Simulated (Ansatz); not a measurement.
Q: Name a neutral molecule of O, Si and H with HOMO–LUMO gap (PBE0/def2-TZVPP) between 7.65 and 7.95 eV and HOMO–LUMO gap (PBE/def2-TZVPP) between 5.70 and 6.00 eV (Ansatz, PBE0-D4/def2-TZVP geometry).

A: `O[SiH](O)[SiH3]` (7.77 eV, 5.71 eV). Other molecules can fit too; these were computed, each in one conformer that needn't be the lowest.
